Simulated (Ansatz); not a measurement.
Mulliken charges of Cl3Sn (`[Cl][Sn]([Cl])[Cl]`) radical from r2SCAN/def2-TZVPP in Ansatz (PBE0-D4/def2-TZVP geometry).

| atom | x (Å) | y (Å) | z (Å) | charge (e) |
| --- | --- | --- | --- | --- |
| Cl1 | 0.676 | 0.524 | 2.003 | -0.314 |
| Sn2 | -0.589 | -0.121 | 0.156 | 0.942 |
| Cl3 | 0.394 | -2.034 | -0.741 | -0.314 |
| Cl4 | -0.426 | 1.571 | -1.438 | -0.314 |

Task: By hand: the dipole of these point charges (1 e Å = 4.8032 D).

Result: Σ q r = (-0.757, -0.133, 0.202) e Å, of length 0.795 e Å = 3.82 D.

Task: How does the dipole of the full density compare? (Best estimate.)

Result: Ansatz gave: (-0.386, -0.068, 0.103) e Å, 1.95 D; the point charges give 1.96 times that, at 0° from its direction.

Point charges leave out the atoms' own dipoles, such as those of lone pairs, and Mulliken's split depends on the basis, so the two needn't agree.
